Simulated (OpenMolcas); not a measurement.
Ge2+: RASPT2 settings compared

```json
{
 "Program": "OpenMolcas",
 "Basis": "ANO-RCC-VDZP [5s4p2d]",
 "Scalar Hamiltonian": "DKH2, point nucleus",
 "Active space": "2 electrons in 9 orbitals (RAS2 4s 4p; RAS3 4d, at most 2 electrons)",
 "State averaging": "2S+1 = 3 even, 3 roots; 2S+1 = 1 even, 7 roots; 2S+1 = 3 odd, 3 roots; 2S+1 = 1 odd, 3 roots",
 "Spin-orbit coupling": "RASSI with atomic mean-field integrals over the reference wave functions, term energies averaged over their components"
}
```

Methods on the same reference wave functions:
A. RASSCF
B. SS-RASPT2, IPEA 0.4 Eh, imaginary shift 0.25 Eh (closed shells correlated: none)
C. MS-RASPT2, IPEA 0.4 Eh, imaginary shift 0.25 Eh (closed shells correlated: none)
D. XMS-RASPT2, IPEA 0.75 Eh, imaginary shift 0.3 Eh (closed shells correlated: none)
E. XMS-RASPT2, IPEA 0.4 Eh, imaginary shift 0.2 Eh (closed shells correlated: none)

Energies in cm⁻¹ above 4s² ¹S₀, the measured ground level; measured values from Sugar and Musgrove, J. Phys. Chem. Ref. Data 22, 1213 (1993).

```csv
Level,A,B,C,D,E,Measured
4s² ¹S₀,0.0,0.0,0.0,0.0,0.0,0.0
4s 4p ³P°₀,58472,59210,59214,59462,59483,61734
4s 4p ³P°₁,59246,59984,59987,60235,60257,62500
4s 4p ³P°₂,60869,61607,61611,61859,61880,64144
4s 4p ¹P°₁,96581,96861,96865,97090,97107,91873
4p² ³P₀,145444,146158,146161,146398,146416,147685
4p² ³P₁,146341,147059,147063,147299,147317,148640
4p² ³P₂,147723,148439,148443,148679,148697,150372
4p² ¹D₂,155628,156223,156227,156455,156473,144975
4p² ¹S₀,178635,178255,178263,178663,178619,174114
```

Deviations, from unrounded energies. A percentage is the sum of absolute deviations over the sum of measured energies, with the sign that they share, or ± where signs differ.

```tsv
Against measurement	Levels	A	B	C	D	E
mean absolute deviation (cm-1)	9	4100	3700	3700	3600	3600
other configurations (%)	9	±3.5	±3.2	±3.2	±3.1	±3.1
```

B, C, D, E lie about equally close to measurement and A furthest from it. The largest miss of E in the table is 4p² ¹D₂, by +11000 cm-1. The ranking rests on the paired levels alone, and a cruder setting can come out closer through cancelling errors.

Among B to E the level of the table that moves most is 4p² ¹S₀, by 410 cm-1 (lowest in B, highest in D).

The lowest spin-free term lies below A's lowest term by 0.004 hartree in B, 0.004 hartree in C, 0.005 hartree in D, 0.005 hartree in E.

Active for correlation alone: 4d; no level in the range computed is led by a configuration that fills it, so any true level of that kind is missing. Measured partners are found by configuration, term and J. A level has none where our copy of the source lacks it or the pairing is in doubt (some pairs that miss far off the trend of their configuration count as doubtful), and it then counts in no deviation. Levels of configurations outside the active space are missing.

° marks odd parity.
